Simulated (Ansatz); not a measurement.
```yaml
crystal:
  periodic: [true, true, true]
  atoms:
    - {symbol: B, position_ang: [-0.575853, 0.259800, -0.202455]}
    - {symbol: O, position_ang: [0.523843, -0.315862, 0.215906]}
    - {symbol: Ga, position_ang: [2.149078, -1.102170, 0.676389]}
    - {symbol: H, position_ang: [-1.610114, -0.126006, 0.224922]}
    - {symbol: H, position_ang: [-0.425610, 1.203383, -0.988176]}
basis:
  gaussian: {orbitals: aug-cc-pVDZ}
hamiltonian: {xc: {name: wB97X-V}}
output: {forces: true}
```

```sh
$ ansatz run in.yaml --threads 2 --pin off --events-out ev --progress --plain --max-ram 4352MiB
```

It prints (some lines left out):

```
Error: YAML parse error: error: line 2 column 3: crystal: missing field `lattice` (a structure is typed as `lattice` and `atoms`, a molecule's as `atoms` in Å alone, or read from a run's directory, `checkpoint`)
 --> <input>:2:3
1 | crystal:
2 |   periodic: [true, true, true]
3 |   atoms:
4 |     - {symbol: B, position_ang: [-0.575853, 0.259800, -0.202455]}
```

Task: What is wrong with this run?

Result: The molecule is marked periodic without a cell. The input was rejected before any iteration.
